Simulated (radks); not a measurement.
The numbers below are computed, except where a source is named.
Neutral lanthanum inside a hard spherical wall (all orbitals vanish at R), configuration held at [Xe] 5d1 6s2 and not refilled when levels cross. Code: a radial shooting solver on a logarithmic mesh with Libxc functionals. Model: scalar-relativistic Kohn-Sham, LDA (Slater exchange, VWN5 correlation), spin-unpolarised, spherical densities, point nucleus. Eigenvalues in eV, with the zero of energy where the potential of the charges vanishes at infinity; a dash marks a level that is unbound or too diffuse for the functional's potential to be trusted. A positive occupied level is held by the wall or, in an anion where self-interaction has pushed it up, behind a barrier. The pressure on the wall is -dE/dV.

R (bohr),E (hartree),kinetic (hartree),e(5s),e(5p),e(6s),e(5d),"e(6p, empty)","e(7s, empty)",pressure (GPa)
free,-8486.8952,8975.289,-39.076,-22.482,-3.811,-3.204,-1.410,-0.088,0
20,-8486.8952,8975.289,-39.076,-22.482,-3.811,-3.204,-1.410,0.037,< 0.0001
15,-8486.8952,8975.290,-39.073,-22.479,-3.809,-3.202,-1.397,0.396,0.000256
10,-8486.8916,8975.321,-38.870,-22.280,-3.645,-3.030,-1.028,2.782,0.0826
8,-8486.8707,8975.450,-38.232,-21.662,-3.044,-2.486,0.012,6.865,0.840
7,-8486.8328,8975.640,-37.482,-20.944,-2.197,-1.820,1.352,11.289,2.80
5,-8486.4596,8977.149,-33.860,-17.535,3.969,1.938,10.196,35.445,42.5
4,-8485.5548,8980.611,-29.087,-12.917,15.936,7.988,25.724,71.559,241
3,-8481.5949,8994.820,-16.185,1.048,56.971,27.113,73.886,170.35,2130
2.5,-8474.8384,9016.799,0.484,20.426,113.31,53.132,136.22,289.07,7920
1.5,-8388.2301,9265.425,185.29,228.59,604.16,294.48,647.70,1180.3,266000
